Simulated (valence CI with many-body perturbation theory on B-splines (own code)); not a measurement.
Values are calculated unless marked as measured or tabulated.
## Ba¹⁶⁺: what the settings do

Method: configuration interaction combined with many-body perturbation theory (CI+MBPT): four valence electrons over a frozen Dirac-Fock core [Kr], radial functions for each j: 6 s, 6 p, 5 d, 5 f, 1 g, with the one-electron correlation potential Σ1, the two-electron term Σ2, the three-electron term Σ3, Breit, model QED; selected CI, second order for the rest (own B-spline code, finite nucleus).

No measured levels were compared; by estimate terms of the open shell hold to 2 to 4 % of their energy, and close levels can change places. Only levels of the ground parity were solved; by the run's estimate the other parity begins above the list, which can be wrong where configurations are misplaced.

The reference run has the lowest level 4d4 5D_0 and an ionisation energy of 423.486 eV. Its largest variational space holds 9936 state functions.

Names give the largest LS component (configuration and term), which can be under half, so a name can repeat, a term be missing and a line seem to break the LS rules; names also repeat where a configuration has a term twice.

Changed runs:
A. size limit of the variational space 10000 → 1500
B. correlating orbitals by l 3 3 3 3 1 → 2 5 5 4 0; core polarisation of operators on → off
C. screening of Σ1 on → off
D. scale of Σ1 1 → -1 (bad on purpose)

Excitation energies of the reference run in cm⁻¹, and shifts in cm⁻¹:

```
                 Level  Reference        A       B       C       D
              4d4 5D_1      11594      +67    -141     +73    -584
              4d4 5D_2      21071      +68    -159    +111    -904
              4d4 5D_3      28103      +74    -100    +125   -1030
              4d4 5D_4      32086     +104     +71    +107    -906
              4d4 3P_0      46568     +0.2    +225    +111    -968
              4d4 3H_4      48650     +194    +403    +122   -1036
              4d4 3G_3      57248     +182    +619    +112    -997
              4d4 3F_2      59954     +161    +729    +103    -933
              4d4 3H_5      60514     +225    +595    +145   -1245
              4d4 3P_1      62923     +116    +567    +138   -1219
              4d4 3H_6      65700     +0.6    +669    +153   -1320
              4d4 3G_4      71731     +208    +672    +157   -1382
Ionisation energy (eV)    423.486  +0.0021  -0.059  +0.203  -4.460
```
